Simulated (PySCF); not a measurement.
Computed shifts of a molecule C₂H₆BFO, PBE/pcSseg-1 (PySCF), GIAO, gas phase, atoms alike by connectivity averaged where their shifts nearly agree, in ppm (number of nuclei): ¹H: 4.87 (1), 4.55 (1), 4.11 (1), 1.57 (3). ¹⁹F: -103.7 (1). ¹³C: 65.8 (1), 22.4 (1). References: ¹¹B against BF3 (σ = 83.9 ppm); ¹H against TMS (σ = 31.49 ppm); ¹⁹F against CFCl3 (σ = 133.6 ppm); ¹⁷O against H2O (σ = 334.3 ppm); ¹³C against TMS (σ = 182.0 ppm), references at their B3LYP-D3(BJ)/def2-TZVP geometries, non-relativistic. The structure is a stationary point at B3LYP-D3(BJ)/def2-SVP. The values are those of a single conformer.

Identify the compound among the candidates.
A. COB(C)F
B. CCOBF
C. CB(F)CO
D. CB(O)CF

B, CCOBF
